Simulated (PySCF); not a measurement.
A structure optimised at PBE0-D3(BJ)/def2-SVP, used in a PySCF frequency run:

```xyz
4

W      0.2615    -0.1860     0.0000
O      0.8268     0.6828     1.3087
O      0.8268     0.6828    -1.3087
Cl    -1.9164     0.1668     0.0000
```
Charge +1, spin multiplicity 1.

Problem. Write its SMILES, formula and point group.

Solution. [O]=[W+](=[O])[Cl], ClO2W, Cs

Problem. What are its rotational constants (standard atomic weights)?

Solution. 6.5746, 2.7089, 2.3046 GHz
